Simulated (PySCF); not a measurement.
PySCF input (TPSS/def2-TZVPD):

```python
from pyscf import gto, scf, dft

mol = gto.M(
    atom='''
    Si   -0.02478782   -0.76495358    0.04003250
    Cl    1.69473435    0.35377364   -0.01137015
    Cl   -1.66830922    0.46170753   -0.03130663
    H    -0.05628841   -1.51275578    1.30528317
    H    -0.04590938   -1.64107391   -1.14023303
    ''',
    basis='def2-tzvpd',
    charge=0,
    spin=0,
    verbose=4,
)

mf = dft.RKS(mol, xc='tpss').density_fit(auxbasis='def2-universal-jkfit')
mf.grids.level = 3
mf.conv_tol = 1e-9
mf.max_cycle = 100
mf.max_memory = 1500
mf.kernel()
if not mf.converged:
    mf = mf.newton()
    mf.kernel(mf.make_rdm1())
mf.analyze()
```

Output:

```
PySCF version 2.14.0

[INPUT] verbose = 4
[INPUT] num. atoms = 5
[INPUT] num. electrons = 50
[INPUT] charge = 0
[INPUT] spin (= nelec alpha-beta = 2S) = 0
[INPUT] symmetry False subgroup None
[INPUT] Mole.unit = angstrom
[INPUT] Symbol           X                Y                Z      unit          X                Y                Z       unit  Magmom
[INPUT]  1 Si    -0.024787820000  -0.764953580000   0.040032500000 AA   -0.046842191025  -1.445552764206   0.075650461082 Bohr   0.0
[INPUT]  2 Cl     1.694734350000   0.353773640000  -0.011370150000 AA    3.202583775393   0.668535289690  -0.021486469495 Bohr   0.0
[INPUT]  3 Cl    -1.668309220000   0.461707530000  -0.031306630000 AA   -3.152647516887   0.872500781349  -0.059160956583 Bohr   0.0
[INPUT]  4 H     -0.056288410000  -1.512755780000   1.305283170000 AA   -0.106369678887  -2.858694117553   2.466627706304 Bohr   0.0
[INPUT]  5 H     -0.045909380000  -1.641073910000  -1.140233030000 AA   -0.086756154749  -3.101180240069  -2.154728144883 Bohr   0.0

nuclear repulsion = 190.997074734655
number of shells = 57
number of NR pGTOs = 235
number of NR cGTOs = 153
basis = def2-tzvpd
ecp = {}

******** <class 'pyscf.df.df_jk.DFRKS'> ********
method = DFRKS
initial guess = minao
damping factor = 0
level_shift factor = 0
DIIS = <class 'pyscf.scf.diis.CDIIS'>
diis_start_cycle = 1
diis_space = 8
diis_damp = 0
SCF conv_tol = 1e-09
SCF conv_tol_grad = None
SCF max_cycles = 100
direct_scf = False
XC library pyscf.dft.libxc version 7.1.2
    S. Lehtola, C. Steigemann, M. J. T. Oliveira, and M. A. L. Marques,  SoftwareX 7, 1–5 (2018)
XC functionals = tpss
    J. Tao, J. P. Perdew, V. N. Staroverov, and G. E. Scuseria,  Phys. Rev. Lett. 91, 146401 (2003)
    J. P. Perdew, J. Tao, V. N. Staroverov, and G. E. Scuseria,  J. Chem. Phys. 120, 6898 (2004)
    J. Tao, J. P. Perdew, V. N. Staroverov, and G. E. Scuseria,  Phys. Rev. Lett. 91, 146401 (2003)
    J. P. Perdew, J. Tao, V. N. Staroverov, and G. E. Scuseria,  J. Chem. Phys. 120, 6898 (2004)
radial grids:
    Treutler-Ahlrichs [JCP 102, 346 (1995); DOI:10.1063/1.469408] (M4) radial grids

becke partition: Becke, JCP 88, 2547 (1988); DOI:10.1063/1.454033
pruning grids: <function nwchem_prune>
grids dens level: 3
symmetrized grids: False
atomic radii adjust function: <function treutler_atomic_radii_adjust>
small_rho_cutoff = 0
Set gradient conv threshold to 3.16228e-05
Initial guess from minao.
tot grids = 76560
init E= -1211.39774418258
  HOMO = -0.328842028751133  LUMO = -0.0551450561412092  gap/eV = 7.44767
cycle= 1 E= -1211.27392673217  delta_E= 0.124  |g|= 0.323  |ddm|= 1.74
  HOMO = -0.264198943650328  LUMO = -0.0363937465579687  gap/eV = 6.19890
cycle= 2 E= -1211.25104558006  delta_E= 0.0229  |g|= 0.437  |ddm|= 0.646
[...]
cycle= 9 E= -1211.29813861364  delta_E= -2.44e-10  |g|= 6.9e-06  |ddm|= 3.1e-05
  HOMO = -0.29286425440747  LUMO = -0.0361680323495534  gap/eV = 6.98506
Extra cycle  E= -1211.29813861364  delta_E= -3.87e-12  |g|= 7.49e-06  |ddm|= 1.28e-05
converged SCF energy = -1211.29813861364
**** SCF Summaries ****
Total Energy =                       -1211.298138613642777
Nuclear Repulsion Energy =             190.997074734654660
One-electron Energy =                -2053.943910937399323
Two-electron Energy =                  651.648697589101857
Two-electron Coulomb Energy =          729.952812782695446
DFT Exchange-Correlation Energy =      -78.304115193593589
HOMO-LUMO gap [eV] =                     6.985059988293602
**** MO energy ****
MO #1   energy= -101.000301268539  occ= 2
MO #2   energy= -101.000295085592  occ= 2
MO #3   energy= -65.747851048603   occ= 2
MO #4   energy= -9.25206657203575  occ= 2
MO #5   energy= -9.252060683049    occ= 2
MO #6   energy= -7.0284982246998   occ= 2
MO #7   energy= -7.02849319262803  occ= 2
MO #8   energy= -7.02283130214219  occ= 2
MO #9   energy= -7.02282794524472  occ= 2
MO #10  energy= -7.02248070314208  occ= 2
MO #11  energy= -7.02247368528207  occ= 2
MO #12  energy= -5.17881359686887  occ= 2
MO #13  energy= -3.55533968713641  occ= 2
MO #14  energy= -3.55323768964289  occ= 2
MO #15  energy= -3.55004055659186  occ= 2
MO #16  energy= -0.794547200135409 occ= 2
MO #17  energy= -0.772746166400729 occ= 2
MO #18  energy= -0.512018856031464 occ= 2
MO #19  energy= -0.384266454390578 occ= 2
MO #20  energy= -0.380158529493852 occ= 2
MO #21  energy= -0.379215082706903 occ= 2
MO #22  energy= -0.315533693827845 occ= 2
MO #23  energy= -0.309752400894327 occ= 2
MO #24  energy= -0.300719060550489 occ= 2
MO #25  energy= -0.29286425440747  occ= 2
MO #26  energy= -0.0361680323495534 occ= 0
MO #27  energy= -0.0294352785795543 occ= 0
MO #28  energy= -0.00905462580144622 occ= 0
MO #29  energy= 0.0157320398751425 occ= 0
MO #30  energy= 0.0169132972429828 occ= 0
MO #31  energy= 0.034581036066597  occ= 0
MO #32  energy= 0.03617515645503   occ= 0
MO #33  energy= 0.0374703248530528 occ= 0
MO #34  energy= 0.0565321687961622 occ= 0
MO #35  energy= 0.0610539626271452 occ= 0
MO #36  energy= 0.0819519817270636 occ= 0
MO #37  energy= 0.0869883671408695 occ= 0
MO #38  energy= 0.0978196018196678 occ= 0
MO #39  energy= 0.103613155907642  occ= 0
MO #40  energy= 0.116362654805038  occ= 0
MO #41  energy= 0.129092607985604  occ= 0
MO #42  energy= 0.143032014028956  occ= 0
MO #43  energy= 0.150065311147985  occ= 0
MO #44  energy= 0.151564295441283  occ= 0
MO #45  energy= 0.173920740271607  occ= 0
MO #46  energy= 0.190461514157603  occ= 0
MO #47  energy= 0.191117216352802  occ= 0
MO #48  energy= 0.194391330463579  occ= 0
MO #49  energy= 0.195680004639401  occ= 0
MO #50  energy= 0.21370590228868   occ= 0
MO #51  energy= 0.217595866361243  occ= 0
MO #52  energy= 0.231556864662842  occ= 0
MO #53  energy= 0.256470841170762  occ= 0
MO #54  energy= 0.26612479978723   occ= 0
MO #55  energy= 0.285421906328802  occ= 0
MO #56  energy= 0.28782587751785   occ= 0
MO #57  energy= 0.30626427001171   occ= 0
MO #58  energy= 0.316996244319006  occ= 0
MO #59  energy= 0.335032562705356  occ= 0
MO #60  energy= 0.36448509575868   occ= 0
MO #61  energy= 0.374682283833762  occ= 0
MO #62  energy= 0.383723441491023  occ= 0
MO #63  energy= 0.395725387047186  occ= 0
MO #64  energy= 0.399728214634996  occ= 0
MO #65  energy= 0.421460245775642  occ= 0
MO #66  energy= 0.425504306065782  occ= 0
MO #67  energy= 0.439082671254593  occ= 0
MO #68  energy= 0.452688864855299  occ= 0
MO #69  energy= 0.545150929535635  occ= 0
MO #70  energy= 0.547267981234393  occ= 0
MO #71  energy= 0.548074885018035  occ= 0
MO #72  energy= 0.563080954933847  occ= 0
MO #73  energy= 0.563623931619327  occ= 0
MO #74  energy= 0.591279292565348  occ= 0
MO #75  energy= 0.60098070596281   occ= 0
MO #76  energy= 0.60164988373341   occ= 0
MO #77  energy= 0.614842366185492  occ= 0
MO #78  energy= 0.62663209675434   occ= 0
MO #79  energy= 0.639664553029048  occ= 0
MO #80  energy= 0.641160239188641  occ= 0
MO #81  energy= 0.657817486430928  occ= 0
MO #82  energy= 0.660058882130468  occ= 0
MO #83  energy= 0.666926619731388  occ= 0
MO #84  energy= 0.694628790691695  occ= 0
MO #85  energy= 0.751798534811321  occ= 0
MO #86  energy= 0.752175040342777  occ= 0
MO #87  energy= 0.986120284842212  occ= 0
MO #88  energy= 1.01620882025649   occ= 0
MO #89  energy= 1.03525768306449   occ= 0
MO #90  energy= 1.06920253906901   occ= 0
MO #91  energy= 1.07618744917621   occ= 0
MO #92  energy= 1.09240393534837   occ= 0
MO #93  energy= 1.13239784507374   occ= 0
MO #94  energy= 1.16228772718329   occ= 0
MO #95  energy= 1.19852300772986   occ= 0
MO #96  energy= 1.2405712796629    occ= 0
MO #97  energy= 1.28545092608196   occ= 0
MO #98  energy= 1.28631957069682   occ= 0
MO #99  energy= 1.29869240360049   occ= 0
MO #100 energy= 1.32365316549789   occ= 0
MO #101 energy= 1.47376392783164   occ= 0
MO #102 energy= 1.64056343829498   occ= 0
MO #103 energy= 1.76467995872186   occ= 0
MO #104 energy= 1.80703739977226   occ= 0
MO #105 energy= 1.83739133196886   occ= 0
MO #106 energy= 1.87813200189271   occ= 0
MO #107 energy= 1.88988577246267   occ= 0
[...]
```
